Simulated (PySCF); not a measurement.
Level of theory: B3LYP-D3(BJ)/def2-TZVP // B3LYP-D3(BJ)/def2-SVP (PySCF). Gas-phase values, no solvent. One relaxed conformer stands for a flexible species; it need not be the lowest. B3LYP has the VWN-RPA correlation part, as in Gaussian. Delta-SCF ions had no search for a lower state. Excitations are Tamm–Dancoff values on a coarser integration grid. The basis has no diffuse functions, so Rydberg states are missing or too high.

Reference species (SMILES): `c1cc2c(c(cc(n2)B)F)cc1` (neutral, multiplicity 1).

```
Quantity                                        Value
-------------------------------------------  --------
LUMO                                         -2.81 eV
brightest of the four lowest singlets (TDA)   4.30 eV
vertical ionisation energy (Delta-SCF)        8.64 eV
```

After one change: the LUMO decreases by 0.25 eV; the brightest of the four lowest singlets (TDA) falls by 0.48 eV; the vertical ionisation energy (Delta-SCF) rises by 0.10 eV.

**Question.** Which change was made? The new species is one of these.
A) `Bc1cc2ncccc2cc1F`
B) `Bc1ccc(F)c2cccnc12`
C) `Bc1cc(F)nc2ccccc12`
D) `Bc1cc(F)c2ncccc2c1`

**Answer.** C, `Bc1cc(F)nc2ccccc12`
